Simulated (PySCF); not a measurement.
F$_{6}$Se, charge +1, doublet, at a GFN2-xTB geometry (a state made from the parent by changing its charge; the spin is typed, not shown lowest); CAMB3LYP/3-21G (PySCF).

Here is a job for PySCF.
```python
from pyscf import gto, scf, dft

mol = gto.Mole()
mol.atom = '''
F 
Se 1 1.725364
F  2 1.743034 1 89.708320
F  2 1.718563 1 90.734036 3 -179.515510
F  2 1.725130 4 90.748936 1 90.415247
F  2 1.735715 4 90.302326 1 -89.981636
F  2 1.734814 4 90.305914 6 -89.562264
'''
mol.basis = '3-21g'
mol.charge = 1
mol.spin = 1
mol.verbose = 3
mol.build()

mf = dft.UKS(mol)
mf.xc = 'camb3lyp'
mf.kernel()
mf.analyze()
```

Task: What does PySCF print? Leave out banner, timings and long lists.

Result: 
```
converged SCF energy = -2985.24387033494  <S^2> = 0.75509516  2S+1 = 2.0050887
**** MO energy ****
                             alpha | beta                alpha | beta
MO #1   energy= -451.700742569703  | -451.7008108831    occ= 1 | 1
MO #2   energy= -58.5041816873223  | -58.5042334106763  occ= 1 | 1
MO #3   energy= -52.4332858755288  | -52.4333881625613  occ= 1 | 1
MO #4   energy= -52.4332701613064  | -52.4333706659105  occ= 1 | 1
MO #5   energy= -52.4325147257544  | -52.4325365690166  occ= 1 | 1
MO #6   energy= -25.0346168757267  | -25.0240052370838  occ= 1 | 1
MO #7   energy= -25.0223665754567  | -25.0132412560217  occ= 1 | 1
MO #8   energy= -25.0052001831903  | -24.9981754244839  occ= 1 | 1
MO #9   energy= -24.9961872964874  | -24.9902647716042  occ= 1 | 1
MO #10  energy= -24.9545475979587  | -24.9550277282488  occ= 1 | 1
MO #11  energy= -24.9495854348435  | -24.9501013029475  occ= 1 | 1
MO #12  energy= -8.46605400948506  | -8.46617846888681  occ= 1 | 1
MO #13  energy= -6.37812266460117  | -6.37833209572979  occ= 1 | 1
MO #14  energy= -6.3780505570549   | -6.37825643621817  occ= 1 | 1
MO #15  energy= -6.37475620350089  | -6.37475266304243  occ= 1 | 1
MO #16  energy= -2.71350715676897  | -2.71364763947224  occ= 1 | 1
MO #17  energy= -2.70998188721917  | -2.71001549968699  occ= 1 | 1
MO #18  energy= -2.70439865326097  | -2.70458881007264  occ= 1 | 1
MO #19  energy= -2.7018011574861   | -2.70188033065158  occ= 1 | 1
MO #20  energy= -2.7017436499022   | -2.70182120265027  occ= 1 | 1
MO #21  energy= -1.71859405712469  | -1.70655924597132  occ= 1 | 1
MO #22  energy= -1.64006318633108  | -1.61733040349164  occ= 1 | 1
MO #23  energy= -1.63646022451201  | -1.61599575971726  occ= 1 | 1
MO #24  energy= -1.59339497790405  | -1.58473197839106  occ= 1 | 1
MO #25  energy= -1.58362881467217  | -1.57151252121012  occ= 1 | 1
MO #26  energy= -1.554100770403    | -1.54959908216969  occ= 1 | 1
MO #27  energy= -1.15621814209033  | -1.15019581715268  occ= 1 | 1
MO #28  energy= -0.976822431314219 | -0.963343015151235 occ= 1 | 1
MO #29  energy= -0.976241421466889 | -0.962333558822446 occ= 1 | 1
MO #30  energy= -0.945155486787014 | -0.944612769657397 occ= 1 | 1
MO #31  energy= -0.880299527024516 | -0.830686510033485 occ= 1 | 1
MO #32  energy= -0.844894797466833 | -0.827123010448717 occ= 1 | 1
MO #33  energy= -0.839683092933702 | -0.812231169185761 occ= 1 | 1
MO #34  energy= -0.834455928387768 | -0.807205174292458 occ= 1 | 1
MO #35  energy= -0.83390028055719  | -0.80136572296494  occ= 1 | 1
MO #36  energy= -0.822156270724661 | -0.79599243268801  occ= 1 | 1
MO #37  energy= -0.809345697174646 | -0.784985889901093 occ= 1 | 1
MO #38  energy= -0.806608377548927 | -0.774562672675489 occ= 1 | 1
MO #39  energy= -0.800556624663785 | -0.77429864818047  occ= 1 | 1
MO #40  energy= -0.786392111743596 | -0.755470778847271 occ= 1 | 1
MO #41  energy= -0.771238929501699 | -0.755294029196343 occ= 1 | 1
MO #42  energy= -0.771167678910651 | -0.752349558275258 occ= 1 | 1
MO #43  energy= -0.75393638135882  | -0.752205912641919 occ= 1 | 1
MO #44  energy= -0.753715807467689 | -0.606326733003052 occ= 1 | 0
MO #45  energy= -0.389504880785227 | -0.385531835662192 occ= 0 | 0
MO #46  energy= -0.196170935730702 | -0.188027150004329 occ= 0 | 0
MO #47  energy= -0.195748962207049 | -0.187437706851818 occ= 0 | 0
MO #48  energy= -0.171505536807807 | -0.172340824636173 occ= 0 | 0
MO #49  energy= 0.239755384541918  | 0.244134176159976  occ= 0 | 0
MO #50  energy= 0.239881065774734  | 0.244232780261698  occ= 0 | 0
MO #51  energy= 0.250269305846159  | 0.251170633064778  occ= 0 | 0
MO #52  energy= 0.27016486827539   | 0.271496272452176  occ= 0 | 0

To work with the spin densities directly, `use mulliken_meta_spin()` only printing them here.

 ** Mulliken spin pop alpha/beta on meta-lowdin orthogonal AOs **
 ** Mulliken Spin Density (per atom)  **
spin density of  0 F =     -0.01393
spin density of  1 Se =     -0.03348
spin density of  2 F =      0.34627
spin density of  3 F =      0.19128
spin density of  4 F =      0.22791
spin density of  5 F =      0.29708
spin density of  6 F =     -0.01515
 ** Mulliken pop alpha/beta on meta-lowdin orthogonal AOs **
 ** Mulliken atomic charges   ( Nelec_alpha | Nelec_beta ) **
charge of  0F =     -0.25759  (     4.62183      4.63576 )
charge of  1Se =      2.13663  (    15.91495     15.94842 )
charge of  2F =     -0.11803  (     4.73215      4.38588 )
charge of  3F =     -0.18891  (     4.69009      4.49882 )
charge of  4F =     -0.17265  (     4.70028      4.47237 )
charge of  5F =     -0.14117  (     4.71912      4.42204 )
charge of  6F =     -0.25828  (     4.62157      4.63671 )

WARN: System has nonzero charge 1; the dipole moment is origin-dependent.
Location of origin: [0. 0. 0.]

Dipole moment(X, Y, Z, Debye):  8.23271,  0.20649,  0.46893
```
